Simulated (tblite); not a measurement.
Compound: C₄H₁₂N₃P.
SMILES with atom numbers: `[CH3:1][N:2]1[CH2:3][CH2:4][N:5]([CH3:6])[P:7]1[NH2:8]` (hydrogens: H9, H10, H11 on C1; H12, H13 on C3; H14, H15 on C4; H16, H17, H18 on C6; H19, H20 on N8)

Geometry (GFN2-xTB, Å), atoms numbered from 1 in this order:
```xyz
20
C4H12N3P angstrom
C      2.384    1.037    0.156
N      1.124    0.403   -0.146
C      1.183   -1.038   -0.277
C     -0.260   -1.552   -0.187
N     -1.112   -0.387   -0.063
C     -2.457   -0.682    0.371
P     -0.272    0.919    0.718
N     -0.648    2.218   -0.290
H      2.201    2.100    0.311
H      2.873    0.624    1.048
H      3.061    0.916   -0.693
H      1.635   -1.282   -1.246
H      1.806   -1.498    0.504
H     -0.547   -2.103   -1.090
H     -0.373   -2.235    0.669
H     -2.985    0.257    0.541
H     -2.976   -1.238   -0.415
H     -2.493   -1.277    1.293
H     -0.806    1.960   -1.258
H     -1.341    2.867    0.053
```

Computed values, GFN2-xTB/tblite, gas phase, harmonic and unscaled. The method is semi-empirical: single wavenumbers can be off by several per cent or more. One conformer, not necessarily the lowest.

Harmonic wavenumbers (cm⁻¹): 47.0, 84.4, 175.3, 188.3, 211.3, 233.0, 251.5, 268.8, 282.4, 359.3, 383.3, 440.7, 532.2, 603.4, 658.4, 675.6, 817.6, 866.5, 878.8, 970.6, 1013.0, 1073.3, 1081.1, 1109.9, 1124.1, 1165.9, 1173.2, 1192.4, 1207.1, 1219.9, 1224.5, 1324.3, 1339.4, 1410.1, 1415.9, 1433.1, 1476.9, 1479.4, 1493.0, 1498.8, 1501.1, 1514.2, 2830.9, 2850.4, 2879.6, 2883.3, 2911.0, 2921.1, 2957.5, 2960.8, 2999.2, 3015.9, 3363.2, 3452.3.

A = 2518, B = 1708, C = 1134 MHz; mass 133.077 u (most abundant isotopes); point group C1, symmetry number 1.

Problem. What is the zero-point energy?

Solution. Half the sum of the wavenumbers: 36712 cm⁻¹ = 104.97 kcal/mol.

Problem. Give the ideal-gas entropy at 200 K and 1 bar in the rigid-rotor, harmonic-oscillator model (classical rotation).

Solution. Translation 38.61, rotation 27.39, vibration 17.92: S = 83.9 cal/(mol K).

Problem. And Cp and H(200 K) − H(0)?

Solution. Cp = 29.12 cal/(mol K), of which vibrations give 21.18 (their classical limit is 54 R = 107.3); H(200 K) − H(0) = 3.65 kcal/mol without the zero-point energy, 2.06 from vibrations.

Problem. Blend soft modes into free rotors: weight 1/[1 + (100 cm⁻¹/ν̃)⁴] for the oscillator and the rest for a rotor with moment μB/(μ + B), μ = h/(8π²ν), B = 10⁻⁴⁴ kg m². What vibrational entropy results?

Solution. 16.89 cal/(mol K) in place of 17.92, which changes −T·S at 200 K by +0.21 kcal/mol.

Problem. How do the functions run with temperature in this model?

Solution. 
```tsv
T (K)	S (cal/(mol K))	Cp (cal/(mol K))	H − H(0) (kcal/mol)	G − H(0) (kcal/mol)	ln q(vib)
50	57.4	11.9	0.48	-2.39	0.41
100	67.6	18.5	1.24	-5.53	1.38
298.15	97.3	38.7	6.97	-22.05	6.40
373.15	106.8	46.2	10.16	-29.71	8.35
500	122.0	57.6	16.76	-44.23	11.64
750	148.7	74.0	33.36	-78.15	17.93
1000	171.6	85.0	53.32	-118.25	23.85
```

q(vib) and H(0) count from the zero-point level.

Problem. What must be added to the electronic energy to get the Gibbs energy at 200 K and 1 bar?

Solution. ZPE + [H(200 K) − H(0)] − T·S = 104.97 + 3.65 − 16.78 = 91.84 kcal/mol.

Hindered rotation and anharmonicity are outside this model. Other conformers, if any are populated, would add a mixing term that is left out. The structure is chiral; the term R ln 2 for an equal mix with its mirror image is left out.
